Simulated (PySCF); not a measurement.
Atomic charges by several schemes

Species: C₈H₄F₃NS.
Geometry (GFN2-xTB, Å), atoms numbered from 1 in this order:
```
atom  x, y, z in Å
F1    -1.050   -2.389    0.979
C2    -1.434   -1.677   -0.098
F3    -0.956   -2.344   -1.167
F4    -2.767   -1.770   -0.159
C5    -0.945   -0.261   -0.047
C6    -1.815    0.815   -0.061
N7    -1.416    2.081   -0.017
C8    -0.132    2.355    0.044
C9     0.829    1.352    0.064
S10    2.556    1.498    0.141
C11    2.721   -0.221    0.112
C12    1.546   -0.888    0.048
C13    0.433   -0.004    0.018
H14   -2.884    0.665   -0.110
H15    0.138    3.401    0.078
H16    3.707   -0.642    0.146
H17    1.464   -1.959    0.021
```

Density: PBE0/pcSseg-1 (PySCF); schemes: Mulliken, IAO, Hirshfeld and ESP-fitted. Isolated species at its GFN2-xTB geometry, gas phase.

**Question.** Atoms with like bonding are taken together and averaged. For which atoms does the sign change between the 4 schemes (beyond +0.03 e in one, beyond −0.03 e in another)?

**Answer.** C12.

**Question.** Which atoms carry the highest charge in the Mulliken, IAO, Hirshfeld and ESP-fitted schemes?

**Answer.** The schemes don't all agree: Mulliken C2 (+0.936); IAO C2 (+0.804); Hirshfeld C2 (+0.261); ESP-fitted C13 (+0.743).

**Question.** Tabulate the Mulliken, IAO, Hirshfeld and ESP-fitted charges.

**Answer.** In e; atoms taken as equivalent share a row and are averaged (×n: the atom named and its like, n in all):

```tsv
atom	environment	Mulliken	IAO	Hirshfeld	ESP-fitted
F1/F3/F4	fluorine of a CF3 group	-0.272	-0.281	-0.091	-0.169
C2	CF3 carbon	+0.936	+0.804	+0.261	+0.536
C5	substituted aromatic carbon	-0.542	-0.099	-0.047	-0.686
C6	aromatic CH next to a ring nitrogen	+0.303	-0.010	+0.011	+0.625
N7	pyridine-type nitrogen	-0.428	-0.275	-0.158	-0.763
C8	aromatic CH next to a ring nitrogen	+0.308	+0.002	+0.021	+0.479
C9	ring-fusion aromatic carbon	-0.550	-0.167	-0.029	-0.458
S10	thiophene-type sulfur	+0.345	+0.330	+0.116	+0.056
C11	aromatic CH next to a ring sulfur	-0.228	-0.273	-0.053	-0.126
C12	aromatic CH carbon	+0.048	-0.188	-0.070	-0.508
C13	ring-fusion aromatic carbon	+0.177	+0.013	-0.010	+0.743
H14	aromatic hydrogen	+0.107	+0.174	+0.051	+0.035
H15	aromatic hydrogen	+0.104	+0.166	+0.058	+0.097
H16	aromatic hydrogen	+0.137	+0.185	+0.067	+0.224
H17	aromatic hydrogen	+0.098	+0.181	+0.056	+0.252
```

Mean size of the charges over all atoms: ESP-fitted 0.358 e, Mulliken 0.302 e, IAO 0.218 e, Hirshfeld 0.075 e. Each set sums to the total charge, 0, to within 0.001 e. The Mulliken scheme gives each basis function's population to the atom it is centred on and halves the overlap population of two atoms between them.

**Question.** How many electrons does the Mulliken scheme count on C6?

**Answer.** Z − q = 6 − (+0.303) = 5.697.

**Question.** How closely do the schemes follow one another over all atoms?

**Answer.** Correlation coefficient and root-mean-square difference: IAO with Hirshfeld 0.97, 0.189 e; Mulliken with Hirshfeld 0.85, 0.293 e; Mulliken with IAO 0.85, 0.200 e; Mulliken with ESP-fitted 0.79, 0.269 e; Hirshfeld with ESP-fitted 0.63, 0.381 e; IAO with ESP-fitted 0.57, 0.357 e.

**Question.** Sum the charges by element, for elements with more than one atom.

**Answer.** 
```
element  atoms  Mulliken     IAO  Hirshfeld  ESP-fitted
      F      3    -0.816  -0.843     -0.272      -0.506
      C      8    +0.452  +0.082     +0.083      +0.605
      H      4    +0.447  +0.705     +0.231      +0.608
```

The run behind these numbers computed NMR shieldings as well. The run took 64 s wall (with the writing of density and orbital grids) on one thread, Arm Neoverse V2 (aarch64), shared host with 48 logical CPUs at a one-minute load of 16, and the process peaked at 1.1 GiB of memory.
